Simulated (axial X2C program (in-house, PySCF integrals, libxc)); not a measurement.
## VC: the levels of the configuration d3 s0 p(π)0

Computed with an axial X2C code built on PySCF integrals: two-component X2C with atomic mean-field Coulomb and Gaunt terms, basis V dyall-v3z, C dyall-v3z (cores contracted in-house). Orbitals come from Hartree–Fock averaged over the configuration V d3 s0 p(π)0; CI then distributes these electrons over the d, s, p(π) shells of V.

R = 2.280 Å (near the minimum of the configuration average).

Active spinors (ω > 0):

| shell | ω | ε (eV) | character |
| --- | --- | --- | --- |
| d | 1/2 | -0.16 | 93% V d, 5% V s |
| d | 3/2 | -0.03 | 99% V d |
| d | 3/2 | 0.02 | 100% V d |
| d | 5/2 | 0.06 | 100% V d |
| d | 1/2 | 0.23 | 95% V d |
| s | 1/2 | 2.22 | 73% V s, 21% V p |
| p(π) | 3/2 | 0.42 | 87% V p, 13% C p |
| p(π) | 1/2 | 0.89 | 92% V p, 4% C p |

Lowest levels of this model:

```
   Ω  energy (cm⁻¹)     g∥  μ (D)  configuration
 1/2              0   2.36  -3.65        100% d3
 9/2              1  11.98  -3.73        100% d3
 3/2             41   5.92  -3.67        100% d3
 1/2             84   3.47  -3.65        100% d3
 1/2            222   0.12  -3.60        100% d3
 7/2            277   8.28  -3.66        100% d3
 3/2            351   3.47  -3.56        100% d3
 5/2            435   6.20  -3.56        100% d3
 5/2            596   6.66  -3.60        100% d3
 3/2            708   2.21  -3.55        100% d3
 1/2            758   1.71  -3.53        100% d3
 7/2           1324   9.70  -3.54        100% d3
 5/2           1345   5.14  -3.62        100% d3
 3/2           1566   0.42  -3.66        100% d3
 5/2          13005   7.13  -3.60        100% d3
 7/2          13508   7.91  -3.64        100% d3
 7/2          13974   6.11  -3.59        100% d3
 9/2          14191  10.00  -3.59        100% d3
11/2          16657  12.00  -3.52        100% d3
 9/2          17752   9.40  -3.50        100% d3
 9/2          18967   8.63  -3.52        100% d3
```

g∥ is the magnitude of 2⟨Lz + ge Sz⟩ for the +Ω component. μ is positive if the C end is positive.

(1) From Ω and g∥ of the lowest level, whose 2⟨Lz + ge Sz⟩ is positive, find ⟨Sz⟩ and ⟨Lz⟩ (ge = 2.0023).

Occupations of the active spinors in the lowest level by ω, shell by shell in order of energy: -5/2: 0.22; -3/2: 0.11 0.60 0.00; -1/2: 0.33 0.10 0.00 0.00; 1/2: 0.62 0.05 0.00 0.00; 3/2: 0.04 0.42 0.00; 5/2: 0.52. The leading determinant has weight 0.34 among 97.

This point took 0.58 s on 1 thread of Arm Neoverse V2 (shared host).

Dynamic correlation is missing, so gaps between terms are too wide and other configurations may lie lower; the lowest level listed is that of this model, not necessarily the ground state. For d shells the ligand-field splittings (σ, π, δ) and their order can be off by a thousand cm⁻¹ or more. At most 4 roots were kept for each Ω > 0 (twice that for Ω = 0) within 3.2 eV of the lowest, so higher up levels can be missing between those listed; levels with Ω > 0 are doubly degenerate and listed once, Ω = 0 levels singly. States that fill the shells left empty in the average are placed too high.

Answers

(1) Ω = ⟨Lz⟩ + ⟨Sz⟩ = 1/2 and ⟨Lz⟩ + ge⟨Sz⟩ = 1.180, so ⟨Sz⟩ = 0.68 and ⟨Lz⟩ = -0.18.
